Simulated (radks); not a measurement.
Values are calculated unless marked as measured or tabulated.
Task: Ionisation of K, [Ar] 4s1, to K+, [Ar], under several functionals. Scalar-relativistic Kohn-Sham, spin-polarised, spherical densities, finite nucleus; open shells are filled with parallel spins first; a radial shooting solver on a logarithmic mesh with Libxc functionals. Known Delta-SCF values: LDA (Slater exchange, VWN5 correlation) 4.551 eV; LDA (Slater exchange, Perdew-Wang correlation) 4.549 eV. What does Wu-Cohen GGA give, and what is its highest occupied eigenvalue?

Result: 4.380 eV by Delta-SCF; the 4s eigenvalue is -2.541 eV. NIST: 4.341 eV (measured).
